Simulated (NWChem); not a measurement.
Molecule: C₄H₅O₃, doublet; SMILES C1(OC(O[CH]1)=O)C

```xyz
12

C     -0.5695     2.1275     0.5178
C     -0.0849     1.0774    -0.4654
C      1.2783     0.5207    -0.1980
O      1.1364    -0.7823     0.1659
C     -0.1682    -1.1591     0.0086
O     -0.5750    -2.2544     0.1966
O     -0.8904    -0.1006    -0.3837
H      0.0512     3.0323     0.4350
H     -1.6119     2.4016     0.3008
H     -0.5081     1.7527     1.5501
H     -0.1790     1.4671    -1.4961
H      2.1453     1.0461     0.2013
```
Atoms are numbered in this order, from 1.

All runs: NWChem. Spin-unrestricted. Medium grid unless said otherwise, to which SCAN and Minnesota functionals are sensitive. The geometry was optimised at PBE0/def2-SVP, spin-unrestricted. No frequency run checked for a minimum. No stability test was run on the SCF state. Total energies of different functionals are on different scales.

```tsv
level	energy (Ha)	highest occupied level (eV)	lowest empty minus highest occupied level, either spin (eV)	dipole (D)	<S²>
B3LYP/def2-SVP	-380.7763	-5.73	3.80	4.77	0.753
PBE/def2-SVP	-380.3543	-4.50	1.79	4.53	0.752
M06/def2-SVP	-380.5628	-5.94	4.19	4.93	0.754
UHF/def2-SVP	-378.6537	-10.10	13.23	5.64	0.761
r2SCAN0/def2-SVP	-380.5282	-6.47	5.34	5.09	0.756
M06-2X/def2-SVP	-380.6173	…	…	4.96	0.754
KT2/def2-SVP	-386.7350	-4.67	2.06	4.57	0.754
MN15-L/def2-SVP	-380.3631	-4.87	2.86	4.96	0.755
M05-2X/def2-SVP	-380.7098	-7.39	6.79	5.07	0.754
```

### Question
What belongs in the gaps?

### Answer

- M06-2X/def2-SVP, highest occupied level (eV): -7.23
- M06-2X/def2-SVP, lowest empty minus highest occupied level, either spin (eV): 6.66
